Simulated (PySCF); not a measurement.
**Orbital picture of PbF⁺**

PBE at R = 2.004 Å; Pb aug-cc-pVDZ-PP with ECP60, F aug-cc-pVDZ; scalar-relativistic core potentials (PySCF 2.14). State: ¹Σ⁺ (singlet), closed shell. Only the outer orbitals are listed, counted within each symmetry, core potentials removing the inner ones.

```tsv
orbital	occ.	ε (eV)	on Pb (%)	main shells (%)
6σ	2	-19.78	85	85 Pb s, 13 F p
7σ	2	-14.80	30	70 F p, 15 Pb p, 14 Pb s
3π	2	-14.69	6	94 F p
3π	2	-14.69	6	94 F p
4π	0	-9.87	97	96 Pb p
4π	0	-9.87	97	96 Pb p
8σ	0	-7.37	105	99 Pb p, 8 F p
```

Which are the highest filled and the lowest empty level, where do they sit, and how wide is the gap?

Highest filled 3π at -14.69 eV (in %: 94 F p); lowest empty 4π at -9.87 eV (in %: 96 Pb p); the gap at PBE is 4.82 eV.

```json
{
  "bond order (Mayer)": "0.83",
  "⟨S²⟩": "0.000",
  "charge on Pb (Mulliken, basis-dependent)": "1.46",
  "charge on Pb (Löwdin, basis-dependent)": "1.55",
  "dipole moment (positive dipole points towards F; it is taken about the centre of mass and depends on that origin)": "-3.43 D",
  "polarisability along the bond": "34.8 bohr³",
  "polarisability across the bond": "20.4 bohr³"
}
```

Shares are Mulliken populations and can fall outside 0 to 100 %.

These are scalar-relativistic numbers at best; spin–orbit coupling would shift them, the dissociation energy most.
